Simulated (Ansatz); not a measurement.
A geometry relaxed with B3LYP-D3(BJ)/def2-TZVP (Ansatz, a first-principles code), charge 0, multiplicity 1:

```xyz
8

F      1.4374    -0.8507     0.9425
H     -1.4970     0.3106     1.3022
H     -1.4180     0.9602    -1.0491
F      1.3965     1.2541     0.3935
Si    -0.9935    -0.0302    -0.0418
F      1.5079    -0.2716    -1.1535
H     -1.3721    -1.4011    -0.4332
C      0.9388     0.0285     0.0395
```

Question: Write the SMILES of this molecule.

Answer: `FC(F)(F)[SiH3]`
